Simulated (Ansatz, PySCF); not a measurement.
Molecule: C₃H₆O₂, charge 0, multiplicity 1. 
Geometry from a B3LYP-D3(BJ)/def2-TZVP (Ansatz, an electronic-structure program) optimisation:
SMILES: C(C)OC=O
```xyz
11

C     -2.1634     0.3523    -0.1675
C     -0.8389    -0.2557     0.2267
O      0.2076     0.5270    -0.4008
C      1.4624     0.1343    -0.1637
O      1.7944    -0.7977     0.5146
H     -2.2955     0.3318    -1.2497
H     -2.9771    -0.2138     0.2889
H     -2.2335     1.3870     0.1698
H     -0.6824    -0.2386     1.3060
H     -0.7441    -1.2895    -0.1078
H      2.1555     0.8036    -0.6915
```

Dipole moments at this geometry, in debye (magnitudes).

```csv
level,program,dipole (D)
HF/def2-TZVPD,PySCF,2.30
BLYP/def2-TZVPD,Ansatz,2.22
revPBE/def2-TZVPD,Ansatz,2.21
B3LYP/def2-TZVPD,Ansatz,2.24
BHLYP/def2-TZVPD,Ansatz,2.26
TPSSh/def2-TZVPD,PySCF,2.23
r2SCANh/def2-TZVPD,Ansatz,2.26
r2SCAN0/def2-TZVPD,Ansatz,2.26
HSE06/def2-TZVPD,Ansatz,?
CAM-B3LYP/def2-TZVPD,Ansatz,2.25
LC-wPBE/def2-TZVPD,Ansatz,2.25
wB97X-V/def2-TZVPD,Ansatz,2.23
CCSD(T)/aug-cc-pVDZ,Ansatz,?
```

Q: What belongs in the gaps?

A: 
- HSE06/def2-TZVPD, dipole (D): 2.23
- CCSD(T)/aug-cc-pVDZ, dipole (D): 2.12

Measured: 1.98 D (NIST CCCBDB, as tabulated in the package chemicals), a vibrational average, which may belong to another conformer or a mix. This is an older compilation, not checked against later work.
